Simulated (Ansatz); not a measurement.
Species: CH₃NO, SMILES `NC=O` (charge 0, multiplicity 1), formula CH₃NO.

### Question
How many basis functions does frozen-core CCSD(T)/aug-cc-pVTZ // r2SCAN-D4/def2-TZVPD run with Ansatz (a quantum-chemistry and plane-wave program) use, how many core orbitals are frozen, and how many electrons are correlated?

### Answer
207 basis functions and 3 frozen orbitals, which leaves 18 correlated electrons. Core time is of the order of seconds.
